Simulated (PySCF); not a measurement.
# Caesium: highly charged ions in a basis for the neutral atom

Cs⁵⁺ [Kr] 4d10 5s2 5p2, Cs⁶⁺ [Kr] 4d10 5s2 5p1. Computed with PySCF 2.14 in def2-TZVP with the def2 core potential (46 electrons), with a scalar-relativistic core potential. No spin-orbit coupling, so a gap to NIST mixes the basis error with missing relativistic terms.

Changed run: basis of the neutral atom used for a highly charged ion. This setting is unsound on purpose.

```tsv
species	method	sound run (hartree)	changed run (hartree)	converged
Cs⁵⁺	UHF	not run	-14.00179	yes
Cs⁵⁺	TPSS	not run	-14.15377	yes
Cs⁵⁺	PBE	not run	-14.14071	yes
Cs⁶⁺	UHF	not run	-11.47354	yes
Cs⁶⁺	TPSS	not run	-11.60282	yes
Cs⁶⁺	PBE	not run	-11.58738	yes
```

Ionisation energy of Cs⁵⁺:

| method | changed run (eV) | NIST (eV) |
| --- | --- | --- |
| UHF | 68.797 | 69.1 ± 2 |
| TPSS | 69.415 | 69.1 ± 2 |
| PBE | 69.480 | 69.1 ± 2 |

The contracted functions were made for the neutral atom and can be too rigid for a highly charged ion.
